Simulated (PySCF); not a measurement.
Correlation energy of Dy⁺ (dysprosium, charge +1)

[Xe] 4f9 6s1 6p1, one real determinant (an excited configuration). Computed with PySCF 2.14 in x2c-TZVPPall with one added diffuse shell each of s, p, d, f type (12s8p8d5f2g, 129 functions), with scalar relativity by spin-free X2C-1e. Frozen: [Kr] 4d10; 19 electrons correlated.

MP2 pair energies summed by pair of shells (mhartree):

```json
{"pair": "4f-4f", "energy": "-233.15", "share (%)": "36.7"}
{"pair": "4f-5p", "energy": "-169.42", "share (%)": "26.7"}
{"pair": "5p-5p", "energy": "-119.97", "share (%)": "18.9"}
{"pair": "4f-5s", "energy": "-36.77", "share (%)": "5.8"}
{"pair": "5s-5p", "energy": "-31.35", "share (%)": "4.9"}
{"pair": "5p-6s", "energy": "-16.70", "share (%)": "2.6"}
{"pair": "5p-6p", "energy": "-7.99", "share (%)": "1.3"}
{"pair": "4f-6s", "energy": "-7.01", "share (%)": "1.1"}
{"pair": "5s-5s", "energy": "-5.98", "share (%)": "0.9"}
{"pair": "4f-6p", "energy": "-3.45", "share (%)": "0.5"}
{"pair": "6s-6p", "energy": "-1.58", "share (%)": "0.2"}
{"pair": "5s-6s", "energy": "-1.26", "share (%)": "0.2"}
{"pair": "5s-6p", "energy": "-0.68", "share (%)": "0.1"}
```

Total MP2 correlation energy: -635.31 mhartree.

Same-spin part -267.47 and opposite-spin part -367.84 mhartree; SCS-MP2 scales them by 1/3 and 6/5 to -530.57 mhartree.

The reference is one real determinant that mixes LS terms of this configuration.
